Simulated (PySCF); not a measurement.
Al(All)(H)2 (C3H7Al), SMILES C=C[CH2][AlH2].

Coordinates come from a PBE-D3(BJ)/def2-SVP optimisation. The structure was generated by enumeration; whether it is a known compound was not checked. Other conformers were not sampled.

The numbers are results of PySCF 2.14.0 with PBE-D3(BJ)/def2-SVP, not measurements.

Frequencies are harmonic and unscaled.

Computed harmonic wavenumbers and intensities:
```csv
mode,ν (cm⁻¹),IR (km/mol),moving atoms (share of kinetic energy)
1,90,0.1,"C 55 %, Al 29 %, H 16 %"
2,358,4.6,"C 49 %, H 44 %"
3,416,6.9,H 93 %
4,437,22.3,"H 53 %, C 43 %"
5,447,11.1,"Al 45 %, H 28 %, C 27 %"
6,485,34.6,"H 80 %, Al 11 %, C 9 %"
7,511,19.8,"H 90 %, C 10 %"
8,681,4.3,H 94 %
9,718,185.0,H 95 %
10,762,10.0,"H 63 %, C 35 %"
11,775,104.1,"H 79 %, C 18 %"
12,831,109.8,"H 79 %, C 21 %"
13,894,0.0,"H 89 %, C 11 %"
14,996,8.2,"H 63 %, C 36 %"
15,1012,7.5,"H 63 %, C 37 %"
16,1201,2.2,"C 58 %, H 42 %"
17,1230,23.4,"H 80 %, C 20 %"
18,1353,0.0,"H 86 %, C 14 %"
19,1428,5.1,"H 75 %, C 25 %"
20,1522,89.1,"C 79 %, H 21 %"
21,1887,70.9,H 99 %
22,1904,196.2,H 95 %
23,3059,1.0,"H 92 %, C 8 %"
24,3066,2.1,H 95 %
25,3070,2.1,H 95 %
26,3180,0.4,"H 90 %, C 10 %"
27,3181,0.5,"H 90 %, C 10 %"
```
